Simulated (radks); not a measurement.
Results of a calculation; reference values are marked as such.
Valence configurations of Sr (all share [Kr]). Level of theory: scalar-relativistic Kohn-Sham, BLYP, spin-polarised, spherical densities, finite nucleus; open shells are filled with parallel spins first (spin-orbit coupling, left out, can overturn this in heavy ions); Fermi nuclear charge, rms radius 4.224 fm (a radial shooting solver on a logarithmic mesh with Libxc functionals). Energies are relative to 5s2; eigenvalues in eV for spin up.

| valence | E (eV) | moment (Bohr magnetons) | e(4d) | e(5p) | e(5s) |
|---|---|---|---|---|---|
| 5s2 | 0.000 | 0 | - | - | -3.376 |
| 5s1.5 5p0.5 | 1.076 | 1 | - | -1.503 | -3.882 |
| 4d0.5 5s1.5 | 1.077 | 1 | -1.003 | - | -3.385 |
| 5s1 5p1 | 2.016 | 2 | - | -1.838 | -4.323 |
| 4d1 5s1 | 2.033 | 2 | -0.950 | - | -3.435 |
| 4d1 5s0.5 5p0.5 | 3.150 | 2 | -1.301 | -1.462 | -3.717 |
| 4d2 | 4.528 | 2 | -0.890 | - | - |
| 5p2 | 4.541 | 2 | - | -2.291 | - |

NIST lists [Kr] 5s2 as the ground configuration; this level of theory agrees among the configurations tried. The energies are those of spherical high-spin densities, not of single terms.
